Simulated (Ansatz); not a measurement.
Reaction (substitution at a C–As bond): `C[As](C)[SiH3]` + `[OH][Zr]([OH])([Cl])[c]1ccccc1` → `C[O][Zr]([OH])([Cl])[c]1ccccc1` + `C[AsH][SiH3]`

Computed with Ansatz on PBE0-D4/def2-TZVP structures; ΔE is electronic, products minus reactants. CCSD(T)/CBS is the MP2 limit (def2-TZVPP, def2-QZVPP) plus CCSD(T) − MP2 in def2-TZVPP, frozen cores. Functionals use def2-TZVPP. Elements past krypton have def2 core potentials. For As, Zr outer-core shells are correlated without core-valence functions, which leaves a few kJ/mol of doubt a bond. Scalar relativity is left out up to krypton. Each species was taken in one conformer, which may not be the lowest.

```json
{"level": "LDA (SPW92)", "ΔE (kcal/mol)": "12.3", "difference from CCSD(T)/CBS": "-2.0"}
{"level": "r2SCAN0-D4", "ΔE (kcal/mol)": "13.5", "difference from CCSD(T)/CBS": "-0.8"}
{"level": "BHLYP-D4", "ΔE (kcal/mol)": "12.1", "difference from CCSD(T)/CBS": "-2.2"}
{"level": "ωB97M-V", "ΔE (kcal/mol)": "13.8", "difference from CCSD(T)/CBS": "-0.5"}
{"level": "PBE0", "ΔE (kcal/mol)": "12.6", "difference from CCSD(T)/CBS": "-1.7"}
{"level": "r2SCANh", "ΔE (kcal/mol)": "13.3", "difference from CCSD(T)/CBS": "-1.0"}
{"level": "CCSD(T)/def2-SVP", "ΔE (kcal/mol)": "8.0", "difference from CCSD(T)/CBS": "-6.3"}
{"level": "HF/def2-TZVPP", "ΔE (kcal/mol)": "9.9", "difference from CCSD(T)/CBS": "-4.4"}
{"level": "CCSD(T)/def2-TZVPP", "ΔE (kcal/mol)": "13.4", "difference from CCSD(T)/CBS": "-0.9"}
{"level": "CCSD/CBS(def2)", "ΔE (kcal/mol)": "14.0", "difference from CCSD(T)/CBS": "-0.3"}
{"level": "CCSD(T)/CBS", "ΔE (kcal/mol)": "14.3", "difference from CCSD(T)/CBS": "0"}
```

Largest T1 diagnostic among the species: 0.015.

The D4 term adds +1.2 kcal/mol with B3LYP and +0.5 kcal/mol with PBE0; it sums over pairs of atoms, weighted by their polarisabilities, and B3LYP, whose exchange is more repulsive, gets the larger term. From BLYP to BHLYP (50 % exact exchange), in def2-TZVPP and without D4, ΔE moves by +0.8 kcal/mol.

B3LYP here is the variant with VWN-RPA as its local correlation; programs differ in this.
